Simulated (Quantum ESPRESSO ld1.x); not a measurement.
Question: The tungsten ion W3+, configuration [Xe] 4f14 5d3. Calculated with ld1.x of Quantum ESPRESSO 7.5: Dirac Kohn-Sham, revPBE, spin-unpolarised, spherical densities, point nucleus; open shells fill j = l - 1/2 first.

Spin-orbit splittings of the eigenvalues, e(l+1/2) - e(l-1/2), with zeta = 2 splitting/(2l+1) and mean radii in bohr:

shell  occ.  splitting (eV)  zeta (eV)  <r> j=l-1/2  <r> j=l+1/2
2p        6            1353      901.9      0.06365      0.07161
3p        6           292.5      195.0       0.1905       0.2053
3d       10           63.61      25.44       0.1797       0.1842
4p        6           67.77      45.18       0.4546       0.4878
4d       10           12.49      4.995       0.5047       0.5161
4f       14               ?          ?       0.6019       0.6114
5p        6           9.953      6.635        1.169        1.267
5d        3          0.9539     0.3816        1.734        1.780

Estimate the 4f splitting.

Answer: 2.240 eV (zeta = 0.6399 eV).
